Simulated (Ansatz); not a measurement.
Cd₃S₄. The state is a singlet with charge 0. Geometry PBE-D4/def2-SVP.

```xyz
7

Cd    1.8909   -0.9500    0.3160
Cd   -0.0063   -1.7174    2.6327
Cd    1.2514    0.7874   -1.7862
S    -1.1335    0.0965   -2.3861
S     0.6234    1.6396    0.8249
S    -1.3429   -0.7569   -0.5369
S    -1.2830    0.9008    0.9355
```

In the def2 sets Cd takes a core potential; there is no spin–orbit coupling. The restricted singlet is unstable towards broken spin symmetry in Hartree–Fock (as tested in another run); at PBE-D4/def2-TZVP, BLYP-D4/def2-TZVP, r2SCAN-D4/def2-TZVP, r2SCANh-D4/def2-TZVP and others this wasn't settled. Another isomer (singlet) lies 2.41 eV lower at PBE0-D4/def2-TZVP; other spin states weren't run for this one.

Question: Estimate the orbital energies around the gap (eV) in Ansatz with PBE-D4/def2-TZVP, BLYP-D4/def2-TZVP, r2SCAN-D4/def2-TZVP, r2SCANh-D4/def2-TZVP, PBE0-D4/def2-TZVP.

Answer: 
```json
{"orbital": "HOMO−5", "PBE-D4/def2-TZVP": "-7.14", "BLYP-D4/def2-TZVP": "-6.98", "r2SCAN-D4/def2-TZVP": "-7.40", "r2SCANh-D4/def2-TZVP": "-7.77", "PBE0-D4/def2-TZVP": "-8.14"}
{"orbital": "HOMO−4", "PBE-D4/def2-TZVP": "-6.52", "BLYP-D4/def2-TZVP": "-6.37", "r2SCAN-D4/def2-TZVP": "-6.74", "r2SCANh-D4/def2-TZVP": "-7.09", "PBE0-D4/def2-TZVP": "-7.45"}
{"orbital": "HOMO−3", "PBE-D4/def2-TZVP": "-6.27", "BLYP-D4/def2-TZVP": "-6.13", "r2SCAN-D4/def2-TZVP": "-6.47", "r2SCANh-D4/def2-TZVP": "-6.79", "PBE0-D4/def2-TZVP": "-7.11"}
{"orbital": "HOMO−2", "PBE-D4/def2-TZVP": "-5.69", "BLYP-D4/def2-TZVP": "-5.57", "r2SCAN-D4/def2-TZVP": "-5.86", "r2SCANh-D4/def2-TZVP": "-6.15", "PBE0-D4/def2-TZVP": "-6.47"}
{"orbital": "HOMO−1", "PBE-D4/def2-TZVP": "-5.47", "BLYP-D4/def2-TZVP": "-5.33", "r2SCAN-D4/def2-TZVP": "-5.66", "r2SCANh-D4/def2-TZVP": "-5.98", "PBE0-D4/def2-TZVP": "-6.32"}
{"orbital": "HOMO", "PBE-D4/def2-TZVP": "-4.98", "BLYP-D4/def2-TZVP": "-4.86", "r2SCAN-D4/def2-TZVP": "-5.15", "r2SCANh-D4/def2-TZVP": "-5.43", "PBE0-D4/def2-TZVP": "-5.70"}
{"orbital": "LUMO", "PBE-D4/def2-TZVP": "-3.91", "BLYP-D4/def2-TZVP": "-3.84", "r2SCAN-D4/def2-TZVP": "-3.94", "r2SCANh-D4/def2-TZVP": "-3.74", "PBE0-D4/def2-TZVP": "-3.41"}
{"orbital": "LUMO+1", "PBE-D4/def2-TZVP": "-2.76", "BLYP-D4/def2-TZVP": "-2.64", "r2SCAN-D4/def2-TZVP": "-2.67", "r2SCANh-D4/def2-TZVP": "-2.35", "PBE0-D4/def2-TZVP": "-1.93"}
{"orbital": "LUMO+2", "PBE-D4/def2-TZVP": "-2.41", "BLYP-D4/def2-TZVP": "-2.29", "r2SCAN-D4/def2-TZVP": "-2.28", "r2SCANh-D4/def2-TZVP": "-2.04", "PBE0-D4/def2-TZVP": "-1.70"}
{"orbital": "LUMO+3", "PBE-D4/def2-TZVP": "-2.03", "BLYP-D4/def2-TZVP": "-1.91", "r2SCAN-D4/def2-TZVP": "-1.91", "r2SCANh-D4/def2-TZVP": "-1.66", "PBE0-D4/def2-TZVP": "-1.37"}
{"orbital": "LUMO+4", "PBE-D4/def2-TZVP": "-1.65", "BLYP-D4/def2-TZVP": "-1.53", "r2SCAN-D4/def2-TZVP": "-1.46", "r2SCANh-D4/def2-TZVP": "-1.14", "PBE0-D4/def2-TZVP": "-0.82"}
{"orbital": "LUMO+5", "PBE-D4/def2-TZVP": "-1.38", "BLYP-D4/def2-TZVP": "-1.28", "r2SCAN-D4/def2-TZVP": "-1.17", "r2SCANh-D4/def2-TZVP": "-0.93", "PBE0-D4/def2-TZVP": "-0.70"}
```
